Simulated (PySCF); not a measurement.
Protons, H atoms and electrons added to or taken from CC=C. Isolated molecules, 0 K electronic values unless said otherwise. One relaxed conformer stands for each flexible species; it need not be the lowest. Strings in code marks are SMILES.

The highest occupied spin orbital from two functionals at the same geometries (PBE0-D4/def2-TZVP), both in PySCF: PBE-D3(BJ)/def2-TZVP and B3LYP-D3(BJ)/def2-TZVP. B3LYP has the VWN-RPA correlation part, as in Gaussian. 

```tsv
species	PBE-D3(BJ)/def2-TZVP (eV)
H atom removed from C1 (`[H]/[C]=C\C`)	-5.27
H atom removed from C2 (`[C](C)=C`)	-4.81
H atom removed from C3 (`C([CH2])=C` (H–C–C–C torsion 0°))	-4.69
```

### Question
What does B3LYP-D3(BJ)/def2-TZVP give for each?

### Answer

- H atom removed from C1 (`[H]/[C]=C\C`): -6.43
- H atom removed from C2 (`[C](C)=C`): -5.96
- H atom removed from C3 (`C([CH2])=C` (H–C–C–C torsion 0°)): -5.58
Over these rows, drawn at random from the members with no instability flagged (it was tested for open shells, ions and some series alone), PBE minus B3LYP-D3(BJ): mean +1.06 eV, from +0.88 eV to +1.16 eV.
